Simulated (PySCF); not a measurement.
pentalene (C₈H₆), SMILES C1=CC2=CC=CC2=C1. Geometry optimised at PBE-D3(BJ)/def2-SVP.

Task: Give the equilibrium geometry at PBE-D3(BJ)/def2-SVP (PySCF confirms it by a frequency run) as Cartesian coordinates in Å, and its point group. (The exact figures need the calculation; the answer reports its results.)

Result: point group C2h.
```xyz
14

C     -0.0564    -2.1863     0.0000
C      1.1083    -1.4625     0.0000
C      0.7280    -0.0373     0.0000
C      1.2159     1.2461     0.0000
C      0.0564     2.1863     0.0000
C     -1.1083     1.4625     0.0000
C     -0.7280     0.0373     0.0000
C     -1.2159    -1.2461     0.0000
H     -0.1466    -3.2804     0.0000
H      2.1294    -1.8646     0.0000
H      2.2692     1.5634     0.0000
H      0.1466     3.2804     0.0000
H     -2.1294     1.8646     0.0000
H     -2.2692    -1.5634     0.0000
```
